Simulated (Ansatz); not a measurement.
The cluster AsS₃. Charge 0, multiplicity 2. Geometry B3LYP-D4/def2-SVP.

```xyz
4

As   -0.400   -0.691    0.753
S    -0.861    1.366   -0.722
S     1.374   -0.485    1.723
S    -0.113   -0.190   -1.754
```

The 6-31G sets use Cartesian d functions. The structure comes from a short search, and lower isomers may exist.

(1) Estimate the α-spin orbital energies around the gap (eV) in Ansatz with HF/6-31G, revPBE-D4/def2-TZVP, r2SCAN-D4/def2-TZVP, PBE0-D4/def2-TZVP, CAM-B3LYP-D4/def2-TZVP.

Answers

(1) 
```json
{"orbital": "HOMO−5", "HF/6-31G": "-14.05", "revPBE-D4/def2-TZVP": "-9.32", "r2SCAN-D4/def2-TZVP": "-9.86", "PBE0-D4/def2-TZVP": "-10.92", "CAM-B3LYP-D4/def2-TZVP": "-12.25"}
{"orbital": "HOMO−4", "HF/6-31G": "-12.46", "revPBE-D4/def2-TZVP": "-7.88", "r2SCAN-D4/def2-TZVP": "-8.30", "PBE0-D4/def2-TZVP": "-9.17", "CAM-B3LYP-D4/def2-TZVP": "-10.47"}
{"orbital": "HOMO−3", "HF/6-31G": "-11.94", "revPBE-D4/def2-TZVP": "-7.58", "r2SCAN-D4/def2-TZVP": "-7.98", "PBE0-D4/def2-TZVP": "-8.85", "CAM-B3LYP-D4/def2-TZVP": "-10.12"}
{"orbital": "HOMO−2", "HF/6-31G": "-11.23", "revPBE-D4/def2-TZVP": "-6.39", "r2SCAN-D4/def2-TZVP": "-6.71", "PBE0-D4/def2-TZVP": "-7.53", "CAM-B3LYP-D4/def2-TZVP": "-8.76"}
{"orbital": "HOMO−1", "HF/6-31G": "-10.36", "revPBE-D4/def2-TZVP": "-6.19", "r2SCAN-D4/def2-TZVP": "-6.62", "PBE0-D4/def2-TZVP": "-7.51", "CAM-B3LYP-D4/def2-TZVP": "-8.68"}
{"orbital": "HOMO", "HF/6-31G": "-9.86", "revPBE-D4/def2-TZVP": "-6.06", "r2SCAN-D4/def2-TZVP": "-6.39", "PBE0-D4/def2-TZVP": "-7.13", "CAM-B3LYP-D4/def2-TZVP": "-8.22"}
{"orbital": "LUMO", "HF/6-31G": "-0.65", "revPBE-D4/def2-TZVP": "-3.27", "r2SCAN-D4/def2-TZVP": "-3.37", "PBE0-D4/def2-TZVP": "-2.75", "CAM-B3LYP-D4/def2-TZVP": "-1.80"}
{"orbital": "LUMO+1", "HF/6-31G": "-0.19", "revPBE-D4/def2-TZVP": "-3.03", "r2SCAN-D4/def2-TZVP": "-3.06", "PBE0-D4/def2-TZVP": "-2.43", "CAM-B3LYP-D4/def2-TZVP": "-1.45"}
{"orbital": "LUMO+2", "HF/6-31G": "1.90", "revPBE-D4/def2-TZVP": "-2.06", "r2SCAN-D4/def2-TZVP": "-1.98", "PBE0-D4/def2-TZVP": "-1.15", "CAM-B3LYP-D4/def2-TZVP": "0.04"}
{"orbital": "LUMO+3", "HF/6-31G": "3.09", "revPBE-D4/def2-TZVP": "-0.28", "r2SCAN-D4/def2-TZVP": "-0.08", "PBE0-D4/def2-TZVP": "0.46", "CAM-B3LYP-D4/def2-TZVP": "1.51"}
{"orbital": "LUMO+4", "HF/6-31G": "7.42", "revPBE-D4/def2-TZVP": "2.97", "r2SCAN-D4/def2-TZVP": "3.31", "PBE0-D4/def2-TZVP": "3.78", "CAM-B3LYP-D4/def2-TZVP": "4.97"}
{"orbital": "LUMO+5", "HF/6-31G": "9.55", "revPBE-D4/def2-TZVP": "3.51", "r2SCAN-D4/def2-TZVP": "3.89", "PBE0-D4/def2-TZVP": "4.37", "CAM-B3LYP-D4/def2-TZVP": "5.60"}
{"orbital": "β HOMO", "HF/6-31G": "-9.47", "revPBE-D4/def2-TZVP": "-5.98", "r2SCAN-D4/def2-TZVP": "-6.26", "PBE0-D4/def2-TZVP": "-7.01", "CAM-B3LYP-D4/def2-TZVP": "-8.08"}
{"orbital": "β LUMO", "HF/6-31G": "-1.31", "revPBE-D4/def2-TZVP": "-5.06", "r2SCAN-D4/def2-TZVP": "-5.05", "PBE0-D4/def2-TZVP": "-4.26", "CAM-B3LYP-D4/def2-TZVP": "-3.11"}
```
